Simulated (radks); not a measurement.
Question: Numerical settings for the strontium ion Sr3+, [Ar] 3d10 4s2 4p5. Method: scalar-relativistic Kohn-Sham, LDA (Slater exchange, Perdew-Wang correlation), spin-polarised, spherical densities, finite nucleus; open shells are filled with parallel spins first (spin-orbit coupling, left out, can overturn this in heavy ions); Fermi nuclear charge, rms radius 4.224 fm; computed with a radial shooting solver on a logarithmic mesh with Libxc functionals. The defaults (mesh step 0.008 in ln r, mesh end at 40 bohr or more with all orbitals vanishing there, Anderson mixing 0.5 over 9 steps, residual threshold near 1e-9 with the energy settled to 1e-9 hartree or 1e-11 of itself, here a cap of 59 iterations) give E = -3173.5644 hartree and 4p at -49.838 eV in 14 iterations. Run on one thread of a shared host, so times are rough (Arm Neoverse V2): 0.14 s of CPU time, 0.14 s wall, 14 iterations on 2189 mesh points. One setting is changed at a time: mesh step in ln r 0.012; mesh step in ln r 0.2; mesh step in ln r 0.003; mesh end (bohr) 8; mesh end (bohr) 3; residual threshold 1e-13; residual threshold 0.01; mixing 0.2; linear mixing, mixing 0.8; linear mixing, mixing 0.2; mixing history 3; iteration cap 8. Which runs fail to converge, and which converge to a wrong energy?

Answer: Not converged within the cap: mesh step in ln r 0.2; linear mixing, mixing 0.2; iteration cap 8. Settings that end as converged yet miss the energy by more than 1 mhartree: mesh end (bohr) 3 (+0.281 hartree).
